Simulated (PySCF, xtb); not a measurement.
tert-butylarsine (C₄H₁₁As), SMILES CC(C)(C)[AsH2].

GFN2-xTB run with xtb at its own geometry gives an orbital gap of 5.89 eV and a dipole moment of 1.29 D.

The structure is a stationary point at PBE0-D3(BJ)/def2-SVP.

Task: What does PySCF with ωB97X/def2-TZVP give? (Estimate from the structure and the level; the computed values follow.)

Result: gap 11.41 eV (levels -9.23 and 2.18 eV), dipole 1.09 D.
